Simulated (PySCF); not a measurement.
Two species compared at the same levels of theory.

First species: C₅H₄N₄.
InChI=1S/C5H4N4/c1-4-8-5(2-6)3-7-9-4/h3H,1H3

Second species: C7H7NP (charge +1).
Geometry (GFN2-xTB, Å), atoms numbered from 1 in this order:
```
atom  x, y, z in Å
C1     2.8352   -0.9756    0.0047
C2     2.9664    0.3057   -0.3238
P3     1.4397   -0.3858   -0.9411
C4    -0.1478   -0.0277   -0.1699
C5    -1.3205   -0.0971   -0.9240
C6    -2.5181    0.1860   -0.2905
C7    -2.4878    0.5211    1.0597
N8    -1.3704    0.5844    1.7639
C9    -0.2251    0.3215    1.1838
H10    3.2869   -1.7929    0.5291
H11    3.5928    1.1697   -0.2311
H12    1.4220   -0.7239   -2.2809
H13   -1.2948   -0.3629   -1.9724
H14   -3.4510    0.1471   -0.8292
H15   -3.3933    0.7496    1.6039
H16    0.6582    0.3897    1.8064
```

Levels: CAM-B3LYP/def2-SVPD for HOMO energy, LUMO energy, HOMO–LUMO gap, static isotropic polarisability and electronic spatial extent ⟨r²⟩ about the centre of nuclear charge; TDDFT CAM-B3LYP/def2-SVPD for lowest singlet excitation; TDA CAM-B3LYP/def2-SVPD for lowest triplet excitation (Tamm–Dancoff); GFN2-xTB for rotational constant A and rotational constant C. Geometries: GFN2-xTB. Each species is one conformer at its optimised geometry, gas phase, non-relativistic unless stated; the electronic structure was computed with PySCF and density fitting.

Dipoles, sizes and rotational constants follow the conformer. The torsions of the flexible species, by atom-mapped SMILES:
- `[CH:1]1=[CH:2][PH+:3]1[c:4]1[cH:5][cH:6][cH:7][n:8][cH:9]1`: C2–P3–C4–C5 154°

```csv
property,column X,column Y
HOMO energy,-8.94 eV,-12.86 eV
LUMO energy,-2.09 eV,-5.09 eV
HOMO–LUMO gap,6.85 eV,7.77 eV
lowest singlet excitation,2.87 eV,4.30 eV
lowest triplet excitation (Tamm–Dancoff),2.20 eV,3.93 eV
static isotropic polarisability,81.3 au,99.6 au
electronic spatial extent ⟨r²⟩ about the centre of nuclear charge,1143 bohr²,1430 bohr²
rotational constant A,3.667 GHz,4.024 GHz
rotational constant C,0.955 GHz,0.763 GHz
```

Which column belongs to which species?

Column X is the first species and column Y the second. The first has 13 atoms and 62 electrons, the second 16 and 70; their charges are 0 and +1, their HOMO energies -8.94 eV and -12.86 eV.

How does each property change from the first species to the second?

HOMO energy -3.92 eV; LUMO energy -3.00 eV; HOMO–LUMO gap +0.92 eV; lowest singlet excitation +1.43 eV; lowest triplet excitation (Tamm–Dancoff) +1.73 eV; static isotropic polarisability +18.3 au; electronic spatial extent ⟨r²⟩ about the centre of nuclear charge +287 bohr²; rotational constant A +0.357 GHz; rotational constant C -0.192 GHz.

On the first: S1 lies 3.98 eV below the HOMO–LUMO gap; its leading configuration is HOMO→LUMO, weight 0.96. The 8 singlets span 2.87 to 6.46 eV, and their oscillator strengths add up to 0.24. GFN2-xTB frequencies show an imaginary mode (22i cm⁻¹), so this geometry is no minimum at that level.

On the second: No computed singlet falls in the visible range (750 to 380 nm, 1.65 to 3.26 eV); S1 lies 1.04 eV above its blue end. The principal polarisabilities are 64.8, 93.1 and 141.0 au; their mean is the isotropic value.
